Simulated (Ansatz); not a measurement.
A nudged elastic band was laid between two geometries of BGeH$_{6}$NSSi (11 atoms, charge 0, multiplicity 1).

The calculation used RKS PBE/def2-SVP (Ansatz).

```
movable images  : 7
climbing image  : yes
spring          : 5.0 eV/Å²
optimiser       : quadratic models (default)
start path      : IDPP
force threshold : 0.05 eV/Å
iteration limit : 54
end points      : relaxed
```

First end point:

```xyz
11
Properties=species:S:1:pos:R:3
N -1.670 1.641 -0.216
Ge -0.924 0.032 0.237
Si 1.416 -0.331 0.701
B 1.257 -1.553 -0.910
S -0.345 -1.275 -1.649
H -2.578 1.897 0.178
H -1.070 2.455 -0.365
H -2.062 -0.745 0.964
H 1.826 -0.790 2.081
H 2.177 0.944 0.414
H 2.038 -2.334 -1.415
```

Last end point:

```xyz
11
Properties=species:S:1:pos:R:3
N -1.608 1.726 0.069
Ge -0.939 0.025 0.295
Si 1.391 -0.341 0.758
B 1.262 -1.479 -0.919
S -0.350 -1.219 -1.646
H -1.011 2.373 -0.456
H -2.569 1.785 -0.286
H -2.093 -0.763 0.977
H 1.762 -0.898 2.111
H 2.158 0.950 0.577
H 2.063 -2.216 -1.459
```

(1) What changes between the two ends?

(2) What energy profile does the band end with?

(3) What is the geometry of the highest image?

(4) What are the harmonic wavenumbers there?

## Answers

(1) No bond is made or broken. The dihedral H6–N1–Ge2–Si3 goes from -140 to 40°.

(2) It converged. The highest image is number 4 of 0 to 8, 2.9 kcal/mol above the first end and 4.4 kcal/mol above the last; the last end lies 1.5 kcal/mol below the first. A vibrational analysis at the climbing image gives one clearly imaginary mode, 235i cm⁻¹: a first-order saddle point.

```csv
image,path coordinate (Å),energy (kcal/mol),dihedral H6–N1–Ge2–Si3 (°)
0,0.00,0.0,-140
1,0.51,0.2,-115
2,1.03,1.1,-89
3,1.54,2.2,-63
4,2.05,2.9,-36
5,2.48,2.3,-15
6,2.91,0.7,5
7,3.34,-0.9,23
8,3.77,-1.5,40
```

(3) 
```xyz
11
Properties=species:S:1:pos:R:3:forces:R:3
N -1.860 1.545 -0.265 0.01 -0.03 0.00
Ge -1.039 -0.078 0.189 -0.01 0.02 0.01
Si 1.245 -0.323 0.942 0.01 0.01 -0.02
B 1.397 -1.295 -0.834 -0.03 -0.01 -0.01
S -0.150 -1.081 -1.720 0.02 -0.01 0.01
H -1.527 2.303 0.347 0.01 0.00 0.00
H -1.589 1.814 -1.221 0.00 0.01 0.00
H -2.153 -1.032 0.717 0.00 0.00 0.00
H 1.519 -1.003 2.260 0.00 -0.01 0.00
H 1.930 1.024 0.961 0.00 0.00 0.01
H 2.293 -1.930 -1.354 0.01 0.01 0.00
```

(4) 235i, 76, 139, 174, 245, 329, 368, 398, 513, 566, 580, 610, 657, 678, 716, 749, 785, 858, 879, 959, 1498, 2036, 2128, 2146, 2571, 3413, 3503 cm⁻¹.

The run took 110 s on 2 threads of AMD EPYC 7B13 (Zen 3) (shared host), peak memory 0.2 GiB.
